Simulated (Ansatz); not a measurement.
**GeS (SMILES [S+]#[Ge-]): the vertical ionisation energy from total energies**

GeS: 2 atoms, total charge 0, spin state singlet. As SMILES, `[S+]#[Ge-]`. The bond length is the measured one.

```xyz
2

S     0.0000    0.0000    0.0000
Ge    0.0000    0.0000    2.0121
```

Both states at this one shape; open shells run unrestricted unless said. 1 Eh = 27.2114 eV.

| level | program | singlet GeS (Eh) | doublet GeS+ (Eh) |
| --- | --- | --- | --- |
| MP2/def2-SV(P), 14 core orbitals frozen | Ansatz | -2472.873070 | -2472.498161 |
| MP2/def2-TZVP, 14 core orbitals frozen | Ansatz | -2473.330074 | -2472.947977 |
| MP2/def2-QZVP, 14 core orbitals frozen | Ansatz | -2473.458328 | -2473.072710 |
| MP2/def2-QZVPP, 14 core orbitals frozen | Ansatz | -2473.665826 | -2473.280845 |

Q: Work out the vertical ionisation energy at each level.

A: 
1. MP2/def2-SV(P): -2472.498161 − (-2472.873070) = 0.374909 Eh = 10.20 eV.
2. MP2/def2-TZVP: -2472.947977 − (-2473.330074) = 0.382097 Eh = 10.40 eV.
3. MP2/def2-QZVP: -2473.072710 − (-2473.458328) = 0.385618 Eh = 10.49 eV.
4. MP2/def2-QZVPP: -2473.280845 − (-2473.665826) = 0.384981 Eh = 10.48 eV.

No measured value is set beside it here; the levels span 10.20 to 10.49 eV. All-electron rows are non-relativistic unless named.
